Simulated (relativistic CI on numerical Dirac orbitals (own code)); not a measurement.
Computed by Dirac-Coulomb-Breit CI, orbitals from a KLI potential per configuration, QED by a radiative potential, unscaled Slater integrals (own radial code, finite nucleus).

The strongest absorption lines from the ground level of an ion, among the configurations computed and to levels below about 3460 eV (vacuum wavelength in Å, gf): 4.7858 (0.69), 5.2479 (1.7), 5.3018 (0.099), 5.3466 (0.11), 5.9821 (0.3), 24.305 (0.76), 38.401 (0.47), 54.795 (0.0056).

Question: Which ion is it?
A. Ir LX
B. Tm LIV
C. Pm XLIV
D. Tm LII

Answer: D. Tm LII has 18 electrons and the ground level 3s2.3p6 1S_0; the strongest line goes to 3s2.3p5.4d 1P°_1. The pattern of lines fixes the number of electrons, and along that sequence the line energies rise steadily with the charge (about as its square where n changes within one kind of shell, about linearly where n is kept but much faster in heavy ions where fine structure, which grows about as Z⁴, sets the gap, and irregularly where shells cross), which fixes Z. Configurations outside the model, such as inner-shell arrays, can give stronger lines. At this charge energies of transitions that change n are usually good to better than 1 %, and those within a shell (Δn = 0) to a few per cent.

LS names give the leading component of a level, which can be under half, so a name can repeat, a term be missing and a line seem to break the LS rules.
